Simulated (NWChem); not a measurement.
System: GaH3O; SMILES [OH][GaH2]

NWChem input:

```
start job
memory heap 200 mb stack 700 mb global 900 mb
geometry units angstroms noautosym nocenter noautoz
  Ga     0.076115     0.317888     0.000000
  H      1.445512     1.083342     0.000000
  H     -1.397018     0.886501     0.000000
  O      0.294337    -1.475325     0.000000
  H     -0.552352    -1.958386     0.000000
end
basis spherical
  * library 6-31g*
end
dft
  xc hfexch
  iterations 150
end
property
  efieldgrad
end
task dft property
```

Parts of the log:

```
             Northwest Computational Chemistry Package (NWChem) 7.3.0
             --------------------------------------------------------

                             Geometry "geometry" -> ""
                             -------------------------

 Output coordinates in angstroms (scale by  1.889725989 to convert to a.u.)

  No.       Tag          Charge          X              Y              Z
 ---- ---------------- ---------- -------------- -------------- --------------
    1 Ga                  31.0000     0.07611500     0.31788800     0.00000000
    2 H                    1.0000     1.44551200     1.08334200     0.00000000
    3 H                    1.0000    -1.39701800     0.88650100     0.00000000
    4 O                    8.0000     0.29433700    -1.47532500     0.00000000
    5 H                    1.0000    -0.55235200    -1.95838600     0.00000000

 Effective nuclear repulsion energy (a.u.)     108.2595384265

  xc_inp: hfexch multiplicative factor not found.
                              NWChem Property Module
                              ----------------------

  itol2e modified to match energy
  convergence criterion.

                                 NWChem DFT Module
                                 -----------------

 Summary of "ao basis" -> "ao basis" (spherical)
 ------------------------------------------------------------------------------
       Tag                 Description            Shells   Functions and Types
 ---------------- ------------------------------  ------  ---------------------
 Ga                          6-31g*                 12       32   5s4p3d
 H                           6-31g*                  2        2   2s
 O                           6-31g*                  6       14   3s2p1d

  itol2e modified to match energy
  convergence criterion.

            General Information
            -------------------
          SCF calculation type: DFT
          Wavefunction type:  closed shell.
          No. of atoms     :     5
          No. of electrons :    42
           Alpha electrons :    21
            Beta electrons :    21
          Charge           :     0
          Spin multiplicity:     1
          Use of symmetry is: off; symmetry adaption is: off
          Maximum number of iterations: 150
          AO basis - number of functions:    52
                     number of shells:    24
          Convergence on energy requested:  1.00D-07
          Convergence on density requested:  1.00D-05
          Convergence on gradient requested:  5.00D-04

              XC Information
              --------------
                     Hartree-Fock (Exact) Exchange  1.000

      Superposition of Atomic Density Guess
      -------------------------------------

 Sum of atomic energies:       -1999.19444816

      Non-variational initial energy
      ------------------------------

 Total energy =   -1999.450367
 1-e energy   =   -3003.767362
 2-e energy   =     896.057456
 HOMO         =      -0.352868
 LUMO         =       0.001733

   convergence    iter        energy       DeltaE   RMS-Dens  Diis-err
 ---------------- ----- ----------------- --------- --------- ---------
 d= 0,ls=0.0,diis     1  -1999.5006917872 -2.11D+03  1.26D-02  5.76D-01
 d= 0,ls=0.0,diis     2  -1999.5412593233 -4.06D-02  4.85D-03  3.05D-01
 d= 0,ls=0.0,diis     3  -1999.5695901511 -2.83D-02  1.24D-03  2.26D-03
 d= 0,ls=0.0,diis     4  -1999.5701131124 -5.23D-04  2.41D-04  1.20D-04
 d= 0,ls=0.0,diis     5  -1999.5701334133 -2.03D-05  4.77D-05  2.24D-05
  Resetting Diis
 d= 0,ls=0.0,diis     6  -1999.5701351403 -1.73D-06  2.19D-05  6.51D-07
 d= 0,ls=0.0,diis     7  -1999.5701353539 -2.14D-07  4.54D-06  4.19D-08
 d= 0,ls=0.0,diis     8  -1999.5701353692 -1.53D-08  3.67D-06  1.02D-08

         Total DFT energy =    -1999.570135369226
      One electron energy =    -3005.208500014357
           Coulomb energy =      980.208935809860
    Exchange-Corr. energy =      -82.830109591248
 Nuclear repulsion energy =      108.259538426519

 Numeric. integr. density =        0.000000000000

                       DFT Final Molecular Orbital Analysis
                       ------------------------------------

[...]

          -----------------------
          Electric field gradient
          -----------------------

 1 a.u. = 0.324123 10**(16) esu/cm**3  ( or statvolts/cm**2 ) = 0.97174 10**(22) v/m**2

 ------------------------------------------------------------
   Atom      X         Y         Z
 ------------------------------------------------------------
    1 Ga   0.14384   0.60072   0.00000
 ------------------------------------------------------------

 Electric field gradient in molecular frame (a.u.)
         XX             YY             ZZ             XY             XZ             YZ
 ------------------------------------------------------------------------------------------
        1.744273       0.943788      -2.688061       0.147110      -0.000000      -0.000000

 Principal components (a.u.) and orientation
 of principal axis w.r.t. absolute frame                      Asymmetry parameter eta
 --------------------------------------------------------------------------------------
       -2.688061       1.770452       0.917609                       0.317271

        0.000000       0.984532      -0.175204
        0.000000       0.175204       0.984532
        1.000000       0.000000       0.000000

 ------------------------------------------------------------
   Atom      X         Y         Z
 ------------------------------------------------------------
    2 H    2.73162   2.04722   0.00000
 ------------------------------------------------------------

 Electric field gradient in molecular frame (a.u.)
         XX             YY             ZZ             XY             XZ             YZ
 ------------------------------------------------------------------------------------------
       -0.086203       0.019125       0.067078      -0.091140      -0.000000      -0.000000

 Principal components (a.u.) and orientation
 of principal axis w.r.t. absolute frame                      Asymmetry parameter eta
 --------------------------------------------------------------------------------------
       -0.138800       0.071722       0.067078                       0.033458

        0.866116      -0.499843       0.000000
        0.499843       0.866116       0.000000
        0.000000       0.000000       1.000000

 ------------------------------------------------------------
   Atom      X         Y         Z
 ------------------------------------------------------------
    3 H   -2.63998   1.67524   0.00000
 ------------------------------------------------------------

 Electric field gradient in molecular frame (a.u.)
         XX             YY             ZZ             XY             XZ             YZ
 ------------------------------------------------------------------------------------------
       -0.106363       0.041214       0.065149       0.068221       0.000000      -0.000000

 Principal components (a.u.) and orientation
 of principal axis w.r.t. absolute frame                      Asymmetry parameter eta
 --------------------------------------------------------------------------------------
       -0.133068       0.067919       0.065149                       0.020815

        0.931199       0.364510       0.000000
       -0.364510       0.931199       0.000000
        0.000000       0.000000       1.000000

 ------------------------------------------------------------
   Atom      X         Y         Z
 ------------------------------------------------------------
    4 O    0.55622  -2.78796   0.00000
 ------------------------------------------------------------

 Electric field gradient in molecular frame (a.u.)
         XX             YY             ZZ             XY             XZ             YZ
 ------------------------------------------------------------------------------------------
       -0.557833      -0.447127       1.004960      -0.866581      -0.000000       0.000000

 Principal components (a.u.) and orientation
 of principal axis w.r.t. absolute frame                      Asymmetry parameter eta
 --------------------------------------------------------------------------------------
       -1.370827       1.004960       0.365867                       0.466210

        0.729296       0.000000      -0.684198
        0.684198       0.000000       0.729296
        0.000000       1.000000       0.000000

 ------------------------------------------------------------
   Atom      X         Y         Z
 ------------------------------------------------------------
    5 H   -1.04379  -3.70081   0.00000
 ------------------------------------------------------------

 Electric field gradient in molecular frame (a.u.)
         XX             YY             ZZ             XY             XZ             YZ
 ------------------------------------------------------------------------------------------
       -0.288110       0.049563       0.238547      -0.287466      -0.000000      -0.000000

 Principal components (a.u.) and orientation
 of principal axis w.r.t. absolute frame                      Asymmetry parameter eta
 --------------------------------------------------------------------------------------
       -0.452653       0.238547       0.214107                       0.053992

        0.867882       0.000000      -0.496770
        0.496770       0.000000       0.867882
        0.000000       1.000000       0.000000
```

Level: Hartree-Fock/6-31G* (spherical d). Coordinates come from a PBE-D3(BJ)/def2-SVP optimisation. NWChem prints the field gradient with the sign opposite to the second derivative of the potential.
